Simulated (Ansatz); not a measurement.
Coupled-cluster diagnostics for Ni2O2⁺, Ansatz.

Geometry of the doublet (r2SCAN-D4/def2-SVP):

```xyz
4

Ni    0.357    0.909    0.725
Ni   -0.396   -0.973   -0.796
O    -0.559    0.810   -0.727
O     0.598   -0.746    0.797
```

Correlated methods freeze 12 core orbitals; core or outer-core shells of Ni are correlated, in sets that lack core-valence functions. In CCSD on the charge 1 quartet the largest single amplitude is 0.32, so its Hartree–Fock determinant may place the open shell otherwise than the density functionals do. The geometry of the doublet was relaxed on an unsound state (⟨S²⟩ 1.73, where a pure state has 0.75). The structure comes from a short search, and lower isomers may exist.

Geometry of the charge 1 quartet (r2SCAN-D4/def2-SVP):

| atom | x (Å) | y (Å) | z (Å) |
| --- | --- | --- | --- |
| Ni1 | 1.037 | 0.526 | -0.483 |
| Ni2 | -1.041 | -0.527 | 0.484 |
| O3 | 0.128 | -1.003 | -0.708 |
| O4 | -0.124 | 1.005 | 0.707 |

Q: Estimate the CCSD(T) correlation energy, the shares of MP2 and (T), T1 and the reference's ⟨S²⟩ for: charge 1, doublet, own geometry in def2-SVP; charge 1, quartet, own geometry in def2-SVP; and the rough time on 4 threads of Arm Neoverse V1 on a shared host.

A: 
```
                          state     basis  correlation (eV)  MP2 share (%)  (T) share (%)     T1  ⟨S²⟩ (pure)  wall time                                          remarks
charge 1, doublet, own geometry  def2-SVP           -28.175           92.3            4.6  0.070  2.67 (0.75)    2.1 min  large T1 (0.070), spin-contaminated (⟨S²⟩ 2.67)
charge 1, quartet, own geometry  def2-SVP           -27.674           93.6            4.0  0.051  4.66 (3.75)       40 s  large T1 (0.051), spin-contaminated (⟨S²⟩ 4.66)
```
Customary marks for T1 are 0.02 (closed shells), 0.045 (open shells) and about 0.05 (3d metals). T1 exceeds 0.02 in 2 of 2 rows and 0.045 in 2; the higher it lies, the less the single-reference result can be trusted.
